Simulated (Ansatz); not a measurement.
7 gas-phase steps of d-block species, written in SMILES but for small gases and atoms, in each of which an atom or small radical leaves or joins (small partners taken up: none; given off: halogen). Reaction energies in eV, right side less left side, on B3LYP-D3(BJ)/def2-TZVP stationary points reached from drawn starts (curvature not checked).

```
row                                                                                                 step  PBE/def2-TZVPP  wB97M-V/def2-TZVPP
---  ---------------------------------------------------------------------------------------------------  --------------  ------------------
1       [F][W]([F])([F])[F] (multiplicity 3) → [F][W]([F])[F] (multiplicity 4) + F atom (multiplicity 2)            5.16                4.83
2          [O]=[Mo]([F])([F])([F])[F] → [O]=[Mo]([F])([F])[F] (multiplicity 2) + F atom (multiplicity 2)            5.16                4.45
3    [F][W]([F])([F])([F])([F])[F] → [F][W]([F])([F])([F])[F] (multiplicity 2) + F atom (multiplicity 2)            5.75                5.17
4               [F][Ta]([F])[F] (multiplicity 3) → [F][Ta][F] (multiplicity 4) + F atom (multiplicity 2)            6.22                6.00
5            [F][Ta]([F])([F])([F])[F] → [F][Ta]([F])([F])[F] (multiplicity 2) + F atom (multiplicity 2)            6.26                6.04
6                              [O]=[Ti]([F])[F] → [O]=[Ti][F] (multiplicity 2) + F atom (multiplicity 2)            6.62                6.22
7                       [F][Ti][F] (multiplicity 3) → [F][Ti] (multiplicity 4) + F atom (multiplicity 2)            6.69                   ?
```

No zero-point or thermal terms; singlets are restricted closed shells; open shells are unrestricted; no spin–orbit coupling. The spin states of the d-block species are the ones drawn and need not be the lowest.

Programs: Ansatz (Gaussian basis). No computed number here is a measurement. Elements past Kr take the def2 small-core potentials, without spin–orbit coupling.

The rows were drawn at random from the listed steps of this kind that kept their bonds on relaxing, hold no state known to be excited and show no strong spin contamination (nor T1 past 0.05 where coupled cluster ran); restricted singlets weren't searched for lower solutions, and sets that span under 5 kcal/mol aren't shown. They stand in the order of the third column.

Fit a straight line y = a + b·x through the complete rows, with x the PBE/def2-TZVPP and y the wB97M-V/def2-TZVPP value, and use it for row 7. How does it compare with the computed value?

Means over the 6 complete rows: x 5.862, y 5.452. Σ(x − x̄)(y − ȳ) = 2.184 and Σ(x − x̄)² = 1.859, so b = 1.175 and a = 5.452 − 1.175 × (5.862) = -1.436 eV. The residuals have rms 0.153 and median size 0.139 eV; without the fit y − x has mean -0.410 and median -0.365 eV. For row 7 the line gives -1.436 + 1.175 × (6.69) = 6.42 eV, an extrapolation past the fitted range. The computed wB97M-V/def2-TZVPP value is 6.40 eV, 0.02 eV below the line. Taking y = x would miss by 0.29 eV, so here the line does better. wB97M-V/def2-TZVPP is a functional with errors of its own, not an exact or measured value.

Ansatz is a quantum-chemistry and plane-wave program.
